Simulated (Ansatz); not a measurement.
C₆H₁₁BF₄N₂⁻, that is 1-ethyl-3-methylimidazolium tetrafluoroborate with one electron more. The state is a doublet with charge -1. Geometry PBE-D4/def2-SVP, that of the neutral singlet; atoms count from 1.

Cartesian coordinates in Å:
```
C 0.404 -2.737 -1.431
C 0.681 -1.853 -0.220
N 0.656 -0.419 -0.550
C 1.675 0.338 -1.101
C 1.249 1.645 -1.100
N -0.021 1.654 -0.541
C -0.845 2.821 -0.236
C -0.358 0.395 -0.216
H 0.433 -3.801 -1.124
H 1.154 -2.594 -2.235
H -0.602 -2.534 -1.851
H -0.074 -1.983 0.580
H 1.673 -2.061 0.226
H 2.620 -0.105 -1.430
H 1.746 2.561 -1.431
H -1.466 2.565 0.644
H -1.478 3.092 -1.104
H -0.185 3.670 0.019
H -1.271 0.067 0.306
F -1.516 -0.435 3.909
B -1.196 -0.144 2.606
F -1.731 1.120 2.195
F 0.205 -0.126 2.383
F -1.752 -1.134 1.702
```

The highest occupied level of the charge -1 doublet lies above zero (up to 2.78 eV). By energy differences it is unbound by 0.89 eV (vertical, against the charge 0 singlet, at PBE0-D4/def2-SVP) and held by the finite basis.

(1) Estimate the Mulliken populations from the PBE0/def2-SVP orbitals of Ansatz.

(2) Where does the spin sit?

(3) And the Mayer bond orders between heavy atoms (over 0.3)?

Results:

(1) 
```json
{"atom": "C1", "charge (e)": "-0.07", "spin (α − β)": "0.01"}
{"atom": "C2", "charge (e)": "0.08", "spin (α − β)": "-0.01"}
{"atom": "N3", "charge (e)": "-0.29", "spin (α − β)": "0.12"}
{"atom": "C4", "charge (e)": "0.03", "spin (α − β)": "-0.03"}
{"atom": "C5", "charge (e)": "0.02", "spin (α − β)": "0.01"}
{"atom": "N6", "charge (e)": "-0.30", "spin (α − β)": "0.13"}
{"atom": "C7", "charge (e)": "0.09", "spin (α − β)": "-0.02"}
{"atom": "C8", "charge (e)": "0.02", "spin (α − β)": "0.74"}
{"atom": "H9", "charge (e)": "0.00", "spin (α − β)": "0.01"}
{"atom": "H10", "charge (e)": "0.01", "spin (α − β)": "0.00"}
{"atom": "H11", "charge (e)": "0.04", "spin (α − β)": "0.00"}
{"atom": "H12", "charge (e)": "0.08", "spin (α − β)": "0.00"}
{"atom": "H13", "charge (e)": "0.00", "spin (α − β)": "0.02"}
{"atom": "H14", "charge (e)": "-0.01", "spin (α − β)": "0.00"}
{"atom": "H15", "charge (e)": "-0.01", "spin (α − β)": "0.00"}
{"atom": "H16", "charge (e)": "0.08", "spin (α − β)": "0.01"}
{"atom": "H17", "charge (e)": "-0.02", "spin (α − β)": "0.05"}
{"atom": "H18", "charge (e)": "0.01", "spin (α − β)": "0.01"}
{"atom": "H19", "charge (e)": "0.05", "spin (α − β)": "-0.03"}
{"atom": "F20", "charge (e)": "-0.24", "spin (α − β)": "0.00"}
{"atom": "B21", "charge (e)": "0.34", "spin (α − β)": "0.01"}
{"atom": "F22", "charge (e)": "-0.30", "spin (α − β)": "0.00"}
{"atom": "F23", "charge (e)": "-0.29", "spin (α − β)": "0.00"}
{"atom": "F24", "charge (e)": "-0.32", "spin (α − β)": "0.00"}
```
Mulliken values depend strongly on the basis.

(2) Summed by element: C 0.68, N 0.25, H 0.06, F 0.00, B 0.01, of 1 unpaired in all. Largest on single atoms: C8 0.74, N6 0.13, N3 0.12.

(3) C1–C2 1.08 (1.52 Å); C2–N3 0.97 (1.47 Å); N3–C4 1.14 (1.38 Å); N3–C8 1.06 (1.34 Å); C4–C5 1.62 (1.38 Å); C5–N6 1.12 (1.39 Å); N6–C7 1.00 (1.46 Å); N6–C8 1.05 (1.34 Å); F20–B21 1.18 (1.37 Å); B21–F22 0.99 (1.43 Å); B21–F23 1.04 (1.42 Å); B21–F24 0.91 (1.45 Å).
